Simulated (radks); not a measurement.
Correlation energies from several functionals, in hartree. Species: Eu [Xe] 4f7 6s2; N [He] 2s2 2p3. Method: non-relativistic Kohn-Sham, exchange-only LDA, spin-polarised, spherical densities, point nucleus; computed with a radial shooting solver on a logarithmic mesh with Libxc functionals. Every spin shell is full or empty, so the densities are truly spherical. Functionals are evaluated on that one density, not self-consistently.

| functional | Eu | N |
|---|---|---|
| PW92 | -6.1702 | -0.42459 |
| VWN5 | -6.1964 | -0.42699 |
| PBE | -3.5186 | -0.17708 |
| LYP | -3.2441 | -0.19167 |
| P86 | -3.9819 | -0.19449 |
| AM05 | -5.7765 | -0.37827 |
| OP (B88) | -3.1533 | -0.19229 |
| SCAN | -3.5675 | -0.17981 |
| B95 | -4.3403 | -0.18921 |
| Tao-Mo | -3.4217 | -0.15083 |
